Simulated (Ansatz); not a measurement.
Reaction (substitution at a C–C bond): `C=CCN([SiH3])C=C` + `CC[SeH]` → `C=C[Se]CC` + `C=CN(C)[SiH3]`

Calculated with Ansatz (gas phase, PBE0-D4/def2-TZVP geometries, no zero-point term in ΔE). CCSD(T)/CBS is the MP2 limit (def2-TZVPP, def2-QZVPP) plus CCSD(T) − MP2 in def2-TZVPP, frozen cores. DFT in def2-TZVPP. For Se outer-core shells are correlated without core-valence functions, which leaves a few kJ/mol of doubt a bond. Scalar relativity is left out up to krypton. One conformer a species, not always the lowest.

```tsv
level	ΔE (kJ/mol)
PBE	-9.5
SCS-MP2/def2-TZVPP	-3.9
CCSD/def2-TZVPP	0.8
CCSD(T)/def2-TZVPP	-1.7
```

Problem. What does CCSD(T)/CBS give? (Estimate.)

Solution. Computed: -1.8 kJ/mol. The listed levels differ from it by -7.7, -2.1, 2.6, 0.1 kJ/mol.

Largest T1 diagnostic among the species: 0.012.

In def2-TZVPP, CCSD(T) changes the Hartree–Fock value by −10.3 kJ/mol (the triples alone add −2.5 kJ/mol) and MP2 by −15.7 kJ/mol. From PBE to PBE0 (25 % exact exchange), in def2-TZVPP and without D4, ΔE moves by +5.1 kJ/mol.
